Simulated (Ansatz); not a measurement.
Ansatz (a program for electronic structure) input (RI-MP2/def2-TZVPP):
A basis named .json is the Basis Set Exchange file of that set.

Ansatz 0.2 input:
```yaml
crystal:
  periodic: [false, false, false]
  atoms:
    - {symbol: Mo, position_ang: [0.25311714, 0.05364568, 0.34276854]}
    - {symbol: O, position_ang: [1.52642633, -0.74755070, -0.34803102]}
    - {symbol: O, position_ang: [-0.54175153, -1.09331703, 1.23332807]}
    - {symbol: Cl, position_ang: [-1.08872461, 0.73375431, -1.26345029]}
basis:
  gaussian:
    orbitals: def2-TZVPP
    fitting: {mean_field: def2-universal-jkfit, correlation: def2-TZVPP-RIFIT.json}
total_charge: 1
magnetization: {spin_polarized: false}
correlation: {method: mp2, electrons: outside_noble_gas}
```

Output:

```
Functional definition: HF
integrals: 0.11 GiB planned
537 factors; integrals over basis functions are off by at most 1.4e0 eV
451 factors; integrals over basis functions are off by at most 1.3e0 eV
mean field: 0.45 GiB planned
mean field evaluation 1: about -18389.7019 eV, gradient 1.0e2 eV
mean field evaluation 2: about -18307.5372 eV, gradient 2.5e2 eV
mean field evaluation 4: about -18409.2504 eV, gradient 3.6e0 eV
mean field evaluation 8: about -18409.3010 eV, gradient 1.8e-1 eV
mean field evaluation 16: about -18400.6622 eV, gradient 1.6e1 eV
mean field -18409.30177004 eV, -676.5293617761 hartree, gradient 2.3e-6 eV, S^2 0.000000; 0 other end points of the search recorded, 0 dependent functions left out; unrestricted orbitals would lower it
mean field evaluation 32: about -18409.3365 eV, gradient 3.6e0 eV
11 core orbitals not correlated
reference -18409.30177004 eV, -676.5293617761 hartree; 12, 12 occupied and 137, 137 virtual orbitals, 451 factors
second order -27.49682077 eV of doubles, -0.00000000 eV of singles
Total energy: -18436.79859081 eV, -677.5398513015 hartree
```
